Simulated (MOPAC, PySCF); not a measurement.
C₂H₅NO, SMILES `[H]/N=C(/C)O` (N–C–O–H torsion 0°), neutral singlet in the gas phase. 

Z-matrix (Å, degrees):
```
C
N 1 1.2643
H 2 1.0205 1 113.10
O 1 1.3675 2 126.83 3 0.00
H 4 0.9662 1 109.58 2 0.00
C 1 1.4950 2 122.54 3 180.00
H 6 1.0856 1 109.72 2 0.00
H 6 1.0914 7 109.90 1 121.02
H 6 1.0914 7 109.90 8 117.97
```
Charge 0, multiplicity 1.

All levels are single points at this geometry (B3LYP-D3(BJ)/def2-TZVP); Pople sets use spherical d functions. Orbital energies aren't observables, and empty levels follow the basis.

```
level                            HOMO (eV)  LUMO (eV)  gap (eV)  dipole (D)  vertical IE, Delta-SCF (eV)
-------------------------------  ---------  ---------  --------  ----------  ---------------------------
B3LYP-D3(BJ)/def2-TZVP in PySCF      -7.69       0.25      7.94        1.69                            –
PBE-D3(BJ)/def2-TZVP in PySCF        -6.34      -0.42      5.92        1.70                            –
B3LYP/6-311+G** in PySCF             -7.78      -0.46      7.32        1.69                            –
BP86/6-31G* in PySCF                 -6.03      -0.05      5.98        1.79                            –
PBE/6-31G* in PySCF                  -5.90       0.06      5.96        1.78                        10.01
SVWN5/6-31G* in PySCF                -5.98      -0.13      5.85        1.82                            –
AM1 in MOPAC                        -11.00       1.31     12.31        1.28                            –
PM6 in MOPAC                        -11.06       0.94     12.01        1.55                            –
PM7 in MOPAC                        -11.14       0.93     12.06        1.59                            –
```
